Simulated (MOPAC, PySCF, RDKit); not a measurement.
Noncovalent pair: H2 (SMILES [H][H]) (first 2 atoms) with Si2H6 (SMILES [SiH3][SiH3]); geometry from B3LYP-D3(BJ)/def2-TZVP, rigid monomers moved along the line of their centres of mass till H2···Si4 is 3.19 Å.
(charge 0, multiplicity 1):
```xyz
10

H      0.557    -0.763     0.053
H     -0.098    -0.576    -0.247
Si     1.045    -0.217     3.340
Si    -1.103     0.384     2.620
H      1.844    -0.757     2.213
H      0.959    -1.255     4.397
H      1.750     0.965     3.893
H     -1.024     1.429     1.570
H     -1.887     0.917     3.761
H     -1.813    -0.794     2.066
```

Monomers are frozen at their geometry in the pair; levels with a basis set take the counterpoise correction. Rows marked so take none. RDKit's UFF carries no charges.

Rows in STO-3G carry no dispersion term and start afresh at each structure. The state that PM6, PM7 reach isn't checked; PM7 holds dispersion and hydrogen-bond terms.

The values were computed with MOPAC for PM6, PM7 (differences of heats of formation); PySCF for STO-3G rows; RDKit for the force fields. Each number belongs to the level named beside it.

Question: One of these levels gives 1.11 kcal/mol for the interaction energy. Which one is it?
A) UFF
B) PM6
C) HF/STO-3G (no counterpoise)
D) PM7

Answer: C, HF/STO-3G (no counterpoise). The others give -0.57 (UFF), 0.36 (PM6), 3.00 (PM7)
